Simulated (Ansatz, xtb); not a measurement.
Molecule: SnH₃, net charge 1, singlet state. SMILES of the parent species: [SnH3]
Structure (B3LYP-D3(BJ)/def2-TZVP (Ansatz, a quantum-chemistry and plane-wave program) minimum search):
```xyz
4

Sn     0.0000     0.0000     0.0000
H     -1.6683    -0.2761     0.0309
H      1.0729    -1.3069    -0.0369
H      0.5954     1.5830     0.0061
```
Charge +1, spin multiplicity 1.

Harmonic wavenumbers from GFN2-xTB (xtb, at its own minimum), cm⁻¹: 519, 535, 535, 1221, 1527, 1528.

Task: Give the harmonic wavenumbers at B3LYP-D3(BJ)/def2-TZVP (Ansatz, finite differences of forces, unscaled).

Result: 668, 672, 672, 1970, 2027, 2027 cm⁻¹. Zero-point energy 11.5 kcal/mol.

Task: From these and the geometry, give the ideal-gas thermochemistry at 298.15 K and 1 atm (rigid rotor, harmonic oscillator).

Result: Point group D3h, rotational symmetry number 6. Rotational constants 116.8, 116.8, 58.42 GHz. S(trans) 40.30, S(rot) 13.09, S(vib) 1.03, S(elec, spin only) 0.00, S 54.4 cal/(mol K). H(298) - H(0) 2.61 kcal/mol; G - E(el) -2.1 kcal/mol.
